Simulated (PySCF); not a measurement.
A structure optimised at PBE-D3(BJ)/def2-SVP, used in a PySCF frequency run:

```xyz
8

Si    -0.2556    -0.9077     0.3627
C     -2.1157    -0.8392     0.2770
F      0.3005    -1.9392    -0.7810
Br     0.5939     1.1153    -0.0620
H      0.2850    -1.3682     1.6794
H     -2.5472    -1.8463     0.4510
H     -2.5121    -0.1468     1.0465
H     -2.4435    -0.4798    -0.7186
```

Question: Write its SMILES and formula.

Answer: C[SiH](F)Br, CH4BrFSi

Question: What are its rotational constants (standard atomic weights)?

Answer: 5.9123, 1.9521, 1.5890 GHz
